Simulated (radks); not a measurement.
Ta, configuration [Xe] 4f14 5d3 6s2. All-electron calculation, Dirac Kohn-Sham, PBE, spin-unpolarised, spherical densities, finite nucleus; open shells are shared between the two j in proportion to 2j + 1; Fermi nuclear charge, rms radius 5.3507 fm. Program: a radial shooting solver on a logarithmic mesh with Libxc functionals.

Radial electron density D(r) = 4 pi r^2 rho(r):

r (bohr),D(r) (e/bohr)
0.002343,25.69
0.003201,38.42
0.004339,54.45
0.00588,72.81
0.008033,90.60
0.01089,101.6
0.01475,102.0
0.02016,94.33
0.02732,92.07
0.03732,108.2
0.05058,130.1
0.06855,127.2
0.09365,105.0
0.1269,110.7
0.172,119.9
0.235,81.00
0.3185,62.02
0.4316,73.25
0.5897,51.07
0.7991,25.20
1.083,15.21
1.48,8.012
2.005,3.383
2.718,1.734
3.713,0.8596
5.032,0.2626
6.819,0.04077
9.316,0.002419

D(r) has 4 maxima, at r = 0.0128, 0.0575, 0.160, 0.428 bohr, and minima at 0.0248, 0.104, 0.301 bohr, inside which lie 2.02, 11.14, 29.82 electrons.
